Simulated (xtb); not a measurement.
Species: C9H9NSi, SMILES `[SiH3]c1cccc2ncccc12` (charge 0, multiplicity 1).

Problem. Give a relaxed geometry from GFN2-xTB run with xtb.

Solution. the end point of this relaxation (outside a Z-matrix the atoms follow the SMILES, hydrogens last).
Z-matrix (Å, degrees):
```
C
C 1 1.4100
C 2 1.3683 1 119.78
H 3 1.0794 2 121.45 1 180.00
H 2 1.0811 3 120.94 4 0.00
C 3 1.4061 4 120.03 2 180.00
N 6 1.3017 3 123.73 4 -180.00
C 7 1.3486 6 118.76 3 0.00
H 6 1.0831 7 115.91 8 180.00
C 8 1.4102 7 118.08 6 180.00
C 10 1.3660 8 119.81 7 180.00
H 10 1.0787 11 122.14 8 180.00
H 11 1.0807 10 120.35 12 0.00
C 11 1.4023 13 119.20 10 -180.00
C 14 1.3754 11 122.21 13 -180.00
H 14 1.0811 15 119.37 1 -180.00
Si 15 1.8896 14 119.94 16 0.00
H 17 1.4626 15 107.90 14 0.00
H 17 1.4661 18 109.59 16 -119.76
H 17 1.4661 18 109.59 19 -120.48
```
